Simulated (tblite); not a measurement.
Species: C5H13FOSi2.
Atom-mapped SMILES: `[CH3:1][SiH2:2][CH2:3][C@H:4]([SiH2:5][F:6])[C:7]([CH3:8])=[O:9]` (hydrogens: H10, H11, H12 on C1; H13, H14 on Si2; H15, H16 on C3; H17 on C4; H18, H19 on Si5; H20, H21, H22 on C8)

Computed with GFN2-xTB (tblite), gas phase: L-BFGS steps from a force-field or distance-geometry start until the largest atomic force falls under 0.01 eV/Å.

At the end of the run (lengths in Å): Si5–F6 1.610, Si2–C3 1.915, C1–H10 1.085, C1–Si2 1.906, C7=O9 1.210, C1–H12 1.086, C8–H21 1.087, Si5–C4–C7 112.8°, C3–C4–Si5 110.0°, C4–Si5–F6 106.1°, C3–C4–C7 110.6°, C1–Si2–C3–C4 141°, Si2–C3–C4–Si5 169°, C3–C4–Si5–F6 54°, H13–Si2–C1–H10 58°, H10–C1–Si2–C3 178°.

Task: These geometries were met on the way; a selection of coordinates is given. Order them by energy above the end point, lowest first.
A. Si5–F6 1.611, Si2–C3 1.915, C1–H10 1.084, C1–Si2 1.905, C7=O9 1.209, C1–H12 1.084, C8–H21 1.087, Si5–C4–C7 113.2°, C3–C4–Si5 111.3°, C4–Si5–F6 105.6°, C3–C4–C7 111.0°, C1–Si2–C3–C4 133°, Si2–C3–C4–Si5 178°, C3–C4–Si5–F6 39°, H13–Si2–C1–H10 95°, H10–C1–Si2–C3 -144°
B. Si5–F6 1.695, Si2–C3 1.855, C1–H10 1.114, C1–Si2 1.878, C7=O9 1.238, C1–H12 1.112, C8–H21 1.114, Si5–C4–C7 105.5°, C3–C4–Si5 104.3°, C4–Si5–F6 110.1°, C3–C4–C7 112.9°, C1–Si2–C3–C4 130°, Si2–C3–C4–Si5 180°, C3–C4–Si5–F6 33°, H13–Si2–C1–H10 106°, H10–C1–Si2–C3 -136°
C. Si5–F6 1.607, Si2–C3 1.898, C1–H10 1.081, C1–Si2 1.902, C7=O9 1.210, C1–H12 1.082, C8–H21 1.089, Si5–C4–C7 107.8°, C3–C4–Si5 103.2°, C4–Si5–F6 110.4°, C3–C4–C7 112.2°, C1–Si2–C3–C4 131°, Si2–C3–C4–Si5 178°, C3–C4–Si5–F6 33°, H13–Si2–C1–H10 106°, H10–C1–Si2–C3 -136°
D. Si5–F6 1.608, Si2–C3 1.907, C1–H10 1.086, C1–Si2 1.916, C7=O9 1.209, C1–H12 1.087, C8–H21 1.087, Si5–C4–C7 109.5°, C3–C4–Si5 108.9°, C4–Si5–F6 107.6°, C3–C4–C7 111.6°, C1–Si2–C3–C4 132°, Si2–C3–C4–Si5 177°, C3–C4–Si5–F6 35°, H13–Si2–C1–H10 103°, H10–C1–Si2–C3 -136°
E. Si5–F6 1.610, Si2–C3 1.902, C1–H10 1.084, C1–Si2 1.906, C7=O9 1.207, C1–H12 1.085, C8–H21 1.086, Si5–C4–C7 107.5°, C3–C4–Si5 106.6°, C4–Si5–F6 107.7°, C3–C4–C7 112.0°, C1–Si2–C3–C4 131°, Si2–C3–C4–Si5 176°, C3–C4–Si5–F6 33°, H13–Si2–C1–H10 105°, H10–C1–Si2–C3 -136°

Result: A (0.063 eV), D (0.102 eV), E (0.169 eV), C (0.304 eV), B (0.586 eV).

| step | E above end (eV) | rms distance from the end, all atoms (Å) | largest force (eV/Å) | rms shift of all bonds from the end (Å) |
| --- | --- | --- | --- | --- |
| 31 | 0.063 | 0.323 | 0.121 | 0.001 |
| 17 | 0.102 | 0.373 | 0.176 | 0.004 |
| 6 | 0.169 | 0.400 | 0.280 | 0.006 |
| 2 | 0.304 | 0.411 | 0.771 | 0.009 |
| 0 | 0.586 | 0.417 | 2.361 | 0.029 |

Rows stand in the order of the answer.
